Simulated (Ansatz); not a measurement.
CH5AlBN can be A, `[BH2][Al]1[CH2][NH]1`, or B, `B[N]1[CH2][AlH]1`.

Program: Ansatz. Geometries: PBE0-D4/def2-TZVP. ΔE: electronic, gas phase. CCSD(T)/CBS adds triple-zeta CCSD(T) − MP2 to the extrapolated MP2 energy (def2 sets, frozen cores). Functionals use def2-TZVPP. B3LYP here is the variant with VWN-RPA as its local correlation; programs differ in this.

Q: Which is lower in electronic energy at CCSD(T)/CBS, and by how much? (Estimate.)

A: The calculation gave: B, by 38.2 kcal/mol.

Q: Give E(B) − E(A) in kcal/mol with PBE0-D4, B3LYP, CCSD(T)/def2-SVP, CCSD/def2-TZVPP, MP2/def2-TZVPP, BLYP-D4, PBE-D4. (Best estimate.)

A: Computed: PBE0-D4 -37.7, B3LYP -38.8, CCSD(T)/def2-SVP -40.6, CCSD/def2-TZVPP -38.3, MP2/def2-TZVPP -40.8, BLYP-D4 -39.0, PBE-D4 -36.8. None reverses the order clearly.

Q: Does the order hold for the free energy at 298.15 K (harmonic terms from PBE0-D4)? (Estimate.)

A: Computed: Yes: G(B) − G(A) = -37.6 kcal/mol. Modes under 60 cm⁻¹, often nearly free rotors, make the harmonic entropy too high.

Largest T1 diagnostic: 0.016.

From BLYP to BHLYP (50 % exact exchange), in def2-TZVPP and without D4, E(B) − E(A) moves by −1.8 kcal/mol. The D4 term adds −0.8 kcal/mol with B3LYP and −0.4 kcal/mol with PBE0; it sums over pairs of atoms, weighted by their polarisabilities, and B3LYP, whose exchange is more repulsive, gets the larger term.
